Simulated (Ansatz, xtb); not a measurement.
**C7H7Cl: which of two isomers lies lower**

We compare a, `Cl[C@@H]1CC12C=CC=C2`, a singlet, with b, `C=CC1=C[C@H](Cl)C=C1`, a singlet. Both are isolated molecules in the gas phase, relaxed with PBE0-D3(BJ)/def2-SVP; the shapes shown needn't be the lowest conformers.

a (Å):

```xyz
15

C    -0.8798    1.2837    0.4540
C    -1.5088    0.6488   -0.7176
C    -0.6186   -0.1920    0.1972
C     0.7145   -0.6679   -0.2307
C     0.9158   -1.8925    0.3075
C    -0.2522   -2.2624    1.1060
C    -1.1642   -1.2651    1.0534
Cl   -1.8625    1.7792    1.8207
H    -0.0352    1.9601    0.3063
H    -2.5800    0.4423   -0.6649
H    -1.1250    0.8892   -1.7121
H     1.3897   -0.1065   -0.8774
H     1.8036   -2.5129    0.1763
H    -0.3579   -3.1974    1.6581
H    -2.1309   -1.2162    1.5527
```

b (Å):

```
atom    x (Å)    y (Å)    z (Å)
   C  -1.8625   1.6000  -0.9810
   C  -1.2597   1.2280   0.1564
   C  -0.6439  -0.0654   0.4018
   C  -0.0584  -0.4614   1.5580
   C   0.4129  -1.8724   1.4160
   C   0.0875  -2.2176  -0.0063
   C  -0.5457  -1.1772  -0.5716
  Cl   2.1625  -2.0685   1.7926
   H  -1.9416   0.9310  -1.8420
   H  -2.2993   2.5953  -1.0885
   H  -1.2108   1.9379   0.9891
   H   0.0502   0.1208   2.4729
   H  -0.1157  -2.5427   2.1162
   H   0.3294  -3.1789  -0.4586
   H  -0.9284  -1.1419  -1.5922
```

Quicker runs give these differences E(b) − E(a): GFN2-xTB +0.253 eV; HF/STO-3G +0.090 eV (at GFN2-xTB geometries); r2SCAN-D4/def2-SVP −0.135 eV (at GFN2-xTB geometries).

**Question.** Estimate which is lower in electronic energy at CCSD(T)/def2-SVP + ΔMP2/def2-TZVPP, and by roughly how much.

**Answer.** The CCSD(T)/def2-SVP + ΔMP2/def2-TZVPP calculation puts structure b lower, by 0.360 eV.

How the difference moves with the method:

```
                             level              geometry  E(b) − E(a) (eV)  departure from the last row (eV)  job, with rough time for the two
                          GFN2-xTB              GFN2-xTB              +0.253                            +0.612              optimisation, 0.14 s
                         HF/STO-3G              GFN2-xTB              +0.090                            +0.449              single point, 0.44 s
                r2SCAN-D4/def2-SVP              GFN2-xTB              −0.135                            +0.225               single point, 4.2 s
              PBE0-D3(BJ)/def2-SVP  PBE0-D3(BJ)/def2-SVP              −0.065                            +0.294                optimisation, 38 s
                       HF/def2-SVP  PBE0-D3(BJ)/def2-SVP              −0.388                            −0.029           part of the CCSD(T) run
                      MP2/def2-SVP  PBE0-D3(BJ)/def2-SVP              −0.064                            +0.295           part of the CCSD(T) run
                  CCSD(T)/def2-SVP  PBE0-D3(BJ)/def2-SVP              −0.244                            +0.116                      single point
CCSD(T)/def2-SVP + ΔMP2/def2-TZVPP  PBE0-D3(BJ)/def2-SVP              −0.360                                               single point, 1.7 min
```

As drawn, b has 1 C=C in place of 2 C–C. Structure a has a 3-membered ring and a 5-membered ring, b a 5-membered ring.

GFN2-xTB, HF/STO-3G put the two in the other order. The largest departure from CCSD(T)/def2-SVP + ΔMP2/def2-TZVPP is that of GFN2-xTB, 0.612 eV. The last row adds to CCSD(T) the change of the MP2 difference between the two basis sets, here −0.116 eV.

With thermal terms from frequencies at re-optimised GFN2-xTB minima (ideal gas, soft modes damped towards free rotors, one conformer each, 298.15 K, 1 atm): the zero-point term adds −0.043 eV; ΔH is −0.382 and ΔG −0.433 eV.

The correlated steps freeze 12 core orbitals. Run with Ansatz 0.2.0, xtb 6.7.1; the last row on 4 threads of Arm Neoverse V1 on a shared host.
